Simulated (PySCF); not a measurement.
One change to the structure, seen by NMR

Starting compound: `ClC[SiH2]c1ccccn1`, C$_{6}$H$_{8}$ClNSi.

1H NMR (500 MHz, computed): δ 8.97 (d, 1H), 7.89 (m, 1H), 7.70 (d, 1H), 7.38 (m, 1H), 4.83 (t, 2H), 3.65 (t, 2H). 13C{1H} NMR (computed): δ 167.3 (C), 155.5 (CH), 139.9 (CH), 136.3 (CH), 128.7 (CH), 29.6 (CH2).

Theoretical values (PySCF 2.14.0 with density-fitted response routines): geometry: GFN2-xTB, shieldings: GIAO PBE0/pcSseg-1. Non-relativistic, fast rotation and ring inversion assumed for equivalent nuclei, one computed conformer, in vacuum.

Chemical shifts δ = σref − σ; TMS for 1H and 13C, all at this level. Where no couplings were computed, multiplicities follow the n + 1 count of equivalent neighbours, and m marks all less simple cases (inequivalent or close neighbours, rings, F or P nearby). Shifts are as computed. Against solution values, carbons near 30 ppm lie about +3 ppm off and those near 130 ppm about +5 ppm; carbons on Cl a further +6 ppm. Of 1309 compounds with measured shifts, 239 miss one by over three times the rms of a fit or turn the order of signals round; such compounds aren't used in these exercises. Carbons bonded to Cl come out too deshielded.

**Question.** What are the spectra after this edit: ring CH replaced by N, giving `ClC[SiH2]c1cnccn1`?

**Answer.** 1H NMR (500 MHz, computed): δ 9.03 (s, 1H), 8.86 (m, 1H), 8.80 (m, 1H), 4.86 (t, 2H), 3.64 (t, 2H). 13C{1H} NMR (computed): δ 162.6 (C), 157.4 (CH), 151.2 (CH), 150.7 (CH), 29.3 (CH2).

**Question.** What are the spectra after this edit: H on C replaced by CH3, giving `Cc1ccc([SiH2]CCl)nc1`?

**Answer.** 1H NMR (500 MHz, computed): δ 8.84 (s, 1H), 7.71 (m, 1H), 7.62 (m, 1H), 4.81 (t, 2H), 3.64 (t, 2H), 2.45 (s, 3H). 13C{1H} NMR (computed): δ 163.0 (C), 155.8 (CH), 140.2 (CH), 138.7 (C), 136.1 (CH), 29.8 (CH2), 21.1 (CH3).

**Question.** What are the spectra after this edit: H on C replaced by Cl, giving `ClC(Cl)[SiH2]c1ccccn1`?

**Answer.** 1H NMR (500 MHz, computed): δ 9.07 (d, 1H), 7.91 (m, 1H), 7.81 (m, 1H), 7.45 (m, 1H), 6.21 (t, 1H), 4.82 (d, 2H). 13C{1H} NMR (computed): δ 166.0 (C), 155.8 (CH), 140.6 (CH), 137.3 (CH), 129.2 (CH), 71.6 (CH).
